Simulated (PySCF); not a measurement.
Computed IR spectrum (relative IR intensity) of a molecule CH6GeO3. Coordinates come from a B3LYP-D3(BJ)/def2-SVP optimisation. Other conformers were not sampled. These are B3LYP-D3(BJ)/def2-SVP in PySCF values and carry that method's errors. Frequencies are harmonic and unscaled.

Lines under 2 % of the strongest are left out, and lines within 2 cm⁻¹ are merged.

| ν (cm⁻¹) | relative intensity |
|---|---|
| 42 | 3.2 |
| 163 | 27 |
| 224 | 32 |
| 273 | 29 |
| 276 | 21 |
| 317 | 44 |
| 630 | 31 |
| 701 | 36 |
| 716 | 27 |
| 732 | 67 |
| 753 | 10 |
| 906 | 90 |
| 912 | 69 |
| 1121 | 100 |
| 1197 | 8.0 |
| 1469 | 2.6 |
| 1481 | 7.1 |
| 2192 | 49 |
| 2979 | 38 |
| 3047 | 24 |
| 3096 | 17 |
| 3825 | 41 |
| 3834 | 39 |

Problem. Pick the molecule that these values belong to.
(A) C[O][GeH]([OH])[OH]
(B) [CH3][Ge]([OH])([OH])[OH]
(C) O[CH2][GeH]([OH])[OH]

Solution. A, C[O][GeH]([OH])[OH]
